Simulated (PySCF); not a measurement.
**Electron correlation in Sb⁺ (antimony, charge +1)**

[Kr] 4d10 5s1 5p2 5d1, one real determinant (an excited configuration). Computed with PySCF 2.14 in aug-cc-pwCVDZ-PP with ECP28MDF (6s5p4d1f, 48 functions), with a scalar-relativistic core potential. Frozen: 4s2 4p6 4d10; 4 electrons correlated.

| level | correlation energy (mhartree) |
| --- | --- |
| CCSD | -28.90 |
| (T) | -2.56 |
| CCSD(T) | -31.46 |

Diagnostics: T1 = 0.024, D1 = 0.0668, largest double amplitude 0.466.

Task: Is a single reference adequate?

Result: Not fully. The real determinant used has ⟨L²⟩ near 8 against 12 for a pure F term, so it mixes terms. The outer electron is Rydberg-like, and this basis confines it to a smaller radius and binds it less than a complete one would. A double-excitation amplitude exceeds 0.15, a sign of near-degeneracy.

The reference is one real determinant that mixes LS terms of this configuration.
